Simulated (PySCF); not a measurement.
**Heteronuclear NMR**

Geometry:
| atom | x (Å) | y (Å) | z (Å) |
| --- | --- | --- | --- |
| C1 | 0.678 | -0.709 | -1.621 |
| Si2 | 0.015 | -0.125 | 0.019 |
| C3 | -1.587 | -0.966 | 0.471 |
| C4 | 1.273 | -0.219 | 1.390 |
| C5 | -0.428 | 1.746 | -0.199 |
| F6 | -0.942 | 2.281 | 0.930 |
| F7 | -1.354 | 1.938 | -1.164 |
| Cl8 | 1.014 | 2.714 | -0.641 |
| H9 | -0.038 | -0.518 | -2.423 |
| H10 | 0.873 | -1.784 | -1.592 |
| H11 | 1.611 | -0.200 | -1.869 |
| H12 | -2.339 | -0.819 | -0.307 |
| H13 | -1.987 | -0.575 | 1.409 |
| H14 | -1.433 | -2.042 | 0.592 |
| H15 | 1.496 | -1.261 | 1.633 |
| H16 | 2.204 | 0.273 | 1.103 |
| H17 | 0.896 | 0.263 | 2.295 |

[PySCF: σ from GIAO-B97-2/pcSseg-2; coordinates at the PBE0-D3(BJ)/def2-TZVP level; single conformer; no relativistic terms; rapidly exchanging positions averaged; in vacuum]

Q: What are the 19F shifts?

A: 
```csv
atoms,environment,σ (ppm),δ (ppm)
F6/F7,fluorine of a CF2 group,249.7,-64.1
```

Shieldings were converted by a linear fit to measured shifts: 19F: δ = 163.32 − 0.949σ +9.6 on sp3 carbon (rms 4.2 ppm, 161 shifts, 5.7 ppm with the 8 outliers that the fit left out vs CFCl3, solution or neat liquid). Occasional misses reach two or three times the rms, and more in compound classes unlike the fitted ones.

On a 400 MHz spectrometer 19F resonates near 376.4 MHz, so 1 ppm is 376.4 Hz.

Q: What are the 29Si shifts?

A: 
| atoms | environment | σ (ppm) | δ (ppm) |
| --- | --- | --- | --- |
| Si2 | silicon bonded to 4 C | 340.3 | -1.2 |

Shieldings were converted by a linear fit to measured shifts: 29Si (scatter 6.0 ppm rms, 28.9 ppm with the 5 outliers that the fit left out vs TMS, solution or neat liquid). A few per cent of atoms miss by over 2 rms, more outside the fitted compound classes.

On a 600 MHz spectrometer 29Si resonates near 119.2 MHz, so 1 ppm is 119.2 Hz.
